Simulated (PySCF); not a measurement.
In(H)2(OH)(MeCN), C2H6InNO, singlet, B3LYP/def2-SVP optimised geometry.

```
11

In    -0.29    -1.17     0.00
H     -1.44    -1.65     1.20
H      1.44    -1.17     0.00
O     -1.11    -1.04    -1.90
H     -1.15    -1.88    -2.38
C     -1.78     1.96    -2.28
C     -1.19     1.65    -0.99
N     -0.71     1.29     0.00
H     -1.83     0.98    -2.79
H     -1.15     2.66    -2.84
H     -2.79     2.38    -2.15
```

Density from PySCF with B3LYP/def2-TZVP, def2 effective core potentials past Kr at that geometry. The core electrons that the potentials of In replace are not part of the density.

Minimum of the electron density along straight lines between bonded atoms, close to the bond critical point (lines longer than 1.1 times the sum of covalent radii, or with two minima, are not listed):

```csv
bond,length / Å,ρ at the minimum / e bohr⁻³,∇²ρ there / e bohr⁻⁵,position (fraction from the first atom)
In1–H2,1.733,0.103,0.11,0.64
In1–H3,1.733,0.103,0.11,0.64
In1–O4,2.074,0.093,0.39,0.52
O4–H5,0.965,0.355,-2.27,0.79
C6–C7,1.451,0.271,-0.75,0.44
C7–N8,1.160,0.492,-0.40,0.35
C6–H9,1.105,0.273,-0.94,0.66
C6–H10,1.100,0.274,-0.94,0.65
C6–H11,1.100,0.274,-0.94,0.65
```
